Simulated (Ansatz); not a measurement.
Harmonic frequencies (cm⁻¹) at PBE0-D4/def2-TZVP from Ansatz: 23, 165, 223, 442, 450, 662, 856, 902, 1031, 1049, 1064, 1085, 1198, 1253, 1351, 1468, 1690, 2576, 2679, 3120, 3202.

Each molecule was computed in one conformer, which needn't be the lowest.

Task: Which molecule is it?
A. `[CH3][AlH][AlH][F]`
B. `BOB1CO1`
C. `[SiH3][NH][SnH3]`
D. `[O]1[SiH2][S][GaH]1`

Result: B.
